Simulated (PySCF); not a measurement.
Isomers of C7H10ClF, one GFN2-xTB conformer each. Single-point energies are computed at PBE0/pcSseg-1 (PySCF, gas phase, no added dispersion term), electronic only.

Problem. Rank them by PBE0/pcSseg-1 energy, lowest first (kcal/mol).
A. `[F:1][CH2:2][C@@:3]12[CH2:4][CH2:5][CH2:6][C@@H:7]1[C@H:8]2[Cl:9]` with F1–C2–C3–C4 -58°, C2–C3–C4–C5 160°, C3–C4–C5–C6 -26°, C4–C5–C6–C7 27°, C5–C6–C7–C8 48°
B. `[F:1][CH2:2][C@@H:3]1[CH2:4][CH2:5][CH:6]=[C:7]([Cl:8])[CH2:9]1` with F1–C2–C3–C4 59°, C2–C3–C4–C5 174°, C3–C4–C5–C6 47°, C4–C5–C6–C7 -15°, C6–C7–C9–C3 -17°

Solution. B (0.0), A (9.1).

As drawn, the lower has a C=C bond outside aromatic rings, which the higher lacks; the higher has a three-membered ring and a quaternary carbon, which the lower lacks. GFN2-xTB itself gives, in the same order: 0.0, 3.7. Both levels put the same isomer lowest.

Problem. Which frontier levels, dipoles and rotational constants go with these structures?

Solution. 
| SMILES | HOMO (eV, PBE0/pcSseg-1) | LUMO (eV) | dipole (D) | A, B, C (MHz) |
| --- | --- | --- | --- | --- |
| FC[C@@H]1CCC=C(Cl)C1 | -6.98 | 0.23 | 2.64 | 2247, 833.1, 654.3 |
| FC[C@@]12CCC[C@@H]1[C@H]2Cl | -7.76 | 0.80 | 1.91 | 1635, 1215, 826.2 |
